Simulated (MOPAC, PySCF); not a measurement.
C8H7ClSSi, SMILES `[SiH3]c1cc2cc(Cl)ccc2s1`, neutral singlet in the gas phase. 

Cartesian coordinates (Å):
SMILES: [SiH3]c1cc2cc(Cl)ccc2s1
```xyz
18

Si     3.6685    -0.6233     0.0893
C      1.8135    -0.3911     0.1670
C      1.0457     0.3222    -0.7151
C     -0.3521     0.3197    -0.3935
C     -1.4194     0.9388    -1.0679
C     -2.6999     0.7943    -0.5628
Cl    -4.0314     1.5488    -1.3776
C     -2.9560     0.0473     0.6020
C     -1.9146    -0.5681     1.2769
C     -0.6151    -0.4307     0.7778
S      0.8469    -1.0973     1.4328
H      4.0149    -2.0714    -0.0257
H      4.1589     0.1125    -1.1122
H      4.3204    -0.0805     1.3182
H      1.4599     0.8429    -1.5806
H     -1.2472     1.5233    -1.9730
H     -3.9816    -0.0394     0.9636
H     -2.1116    -1.1480     2.1807
```
Charge 0, multiplicity 1.

All levels are single points at this geometry (PBE0-D3(BJ)/def2-SVP); Pople sets use spherical d functions. Orbital energies aren't observables, and empty levels follow the basis.

SVWN5/6-31G* in PySCF gives gap (eV) = 3.51.

Task: Estimate the gap (eV) from each of these levels: PBE0-D3(BJ)/def2-TZVP in PySCF; ωB97X-D3(BJ)/def2-TZVP in PySCF; B3LYP/3-21G in PySCF; B3LYP/6-311+G** in PySCF; B3LYP/LANL2DZ in PySCF; BP86/6-31G* in PySCF; M06-2X/6-31G* in PySCF; HF/6-31G* in PySCF; HF/STO-3G in PySCF; AM1 in MOPAC; PM3 in MOPAC; PM6 in MOPAC.

Result: 
```tsv
level	gap (eV)
PBE0-D3(BJ)/def2-TZVP in PySCF	5.16
ωB97X-D3(BJ)/def2-TZVP in PySCF	9.15
B3LYP/3-21G in PySCF	5.08
B3LYP/6-311+G** in PySCF	4.84
B3LYP/LANL2DZ in PySCF	5.01
BP86/6-31G* in PySCF	3.54
M06-2X/6-31G* in PySCF	7.06
HF/6-31G* in PySCF	10.58
HF/STO-3G in PySCF	12.15
AM1 in MOPAC	8.08
PM3 in MOPAC	8.11
PM6 in MOPAC	7.79
```
